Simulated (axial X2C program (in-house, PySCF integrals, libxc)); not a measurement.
Which molecule has these constants?

Computed with an in-house relativistic program for diatomic molecules, spin-free (one-electron X2C) or two-component (2c: spin–orbit coupling with atomic mean-field Coulomb and Gaunt terms, which also bring small scalar terms), in Dyall basis sets with cores contracted in-house; open shells are unrestricted.

A two-component PBE0 calculation in a Dyall 3-zeta basis gave Re = 1.302 Å, ωe = 1498.1 cm⁻¹, De = 3.53 eV, Ω = 2.

Question: Which molecule is it?
A. BO⁺
B. GaO⁺
C. AlO⁺

Answer: A. The others have AlO⁺ 1.741 Å and 758.8 cm⁻¹ (Ω = 2); GaO⁺ 1.874 Å and 423.9 cm⁻¹ (Ω = 2).

Each entry is the lowest single determinant of a limited PBE0 search at one distance. De goes to single-determinant-based atoms at the same level (for ions the charge split of lowest energy) and is withheld (n/a) where an atom does not fit its ground term or J level. Main or longest-lived isotopes. One determinant is a doubtful description, or other states lie close, for BO⁺, AlO⁺, GaO⁺; these need not be ground states, and all values refer to the states named. Some open-shell Ω = 0 determinants are out of reach, so the Ω given for BO⁺, AlO⁺, GaO⁺ need not be the lowest component. With several unpaired electrons the Ω given is that of one determinant, not necessarily of the lowest component. Some light 2c atoms are not at their ground J level, so De misses part of their lowering (0.04 eV or less). The functionals have no current term, which raises determinants with orbital currents. Where the atoms have a lower orbital projection than the molecule, De at mean-field level may be about a tenth of an eV too small.
